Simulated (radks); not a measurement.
Results of a calculation; reference values are marked as such.
Fractional charge and spin in the 3p shell of titanium: the spin-up occupation runs from 2 to 3 and the spin-down occupation from 2 to 3; the fullest corner is Ti2+, [Ne] 3s2 3d(up 1, down 1) 3p(up 3, down 3). Code: a radial shooting solver on a logarithmic mesh with Libxc functionals. Model: scalar-relativistic Kohn-Sham, BLYP, spin-polarised, spherical densities, point nucleus. Energy (eV) minus the two flat planes that join the four corners (they meet along the diagonal where the two added fractions sum to one electron); zero is where a piecewise linear energy would lie.

| down \ up | 2 | 2.5 | 3 |
|---|---|---|---|
| 2 | 0.000 | -2.288 | 0.000 |
| 2.5 | -2.288 | 0.356 | -2.074 |
| 3 | 0.000 | -2.074 | 0.000 |

Corners above the fullest one (they belong to Ti3+ and the next ion): (up 3, down 2) 62.785 eV, (up 2, down 3) 62.785 eV, (up 2, down 2) 144.47 eV. With half an added electron in each spin the energy lies 0.356 eV from the planes, and with half an added electron in spin up alone -2.288 eV. The planes are only a guide here: the flat-plane condition holds for ground states with one frontier orbital, while this shell lies below other occupied shells, so the corners above the fullest one are inner-hole states and not the ground states of those ions.
